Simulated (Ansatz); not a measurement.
The molecule BaAl, multiplicity 4 (an upper state: multiplicity 2 came lower at CCSD(T)/def2-TZVPP on PBE0 minima). No spin–orbit coupling. The T1 diagnostic near the minimum is 0.056, so single-reference values are doubtful.

The constants come from a fifth-degree fit in 1/R (seven points, main isotopes). Runs in def2 and cc sets follow the lowest solution found near the PBE0 minimum.

Correlated levels freeze the inner cores; with def2 sets outer-core shells near the valence are correlated too.

Programs: Ansatz (Gaussian orbitals). Values without a source in brackets are computed. In def2 rows elements past Kr take small-core potentials, without spin–orbit coupling.

| level | r_e (Å) | ω_e (cm⁻¹) | ω_e x_e (cm⁻¹) | dipole (D) |
|---|---|---|---|---|
| PBE/def2-TZVPP | 3.045 | 212 | 0.70 | 5.24 |
| PBE0/def2-TZVPP | 3.023 | 222 | 0.68 | 5.70 |
| wB97X-V/def2-TZVPP | 3.017 | 221 | 0.72 | 4.55 |
| CCSD/def2-TZVPP | 3.055 | … | 0.65 | - |
| CCSD(T)/def2-TZVPP | … | … | 0.66 | - |

Question: Some entries are withheld; supply them.

Answer: 
- CCSD(T)/def2-TZVPP, r_e (Å): 3.047
- CCSD(T)/def2-TZVPP, ω_e (cm⁻¹): 217
- CCSD/def2-TZVPP, ω_e (cm⁻¹): 214

Doubts at one or more of the structures used: T1 above 0.05 (CCSD/def2-TZVPP, CCSD(T)/def2-TZVPP).

Ansatz is a quantum-chemistry and plane-wave program.
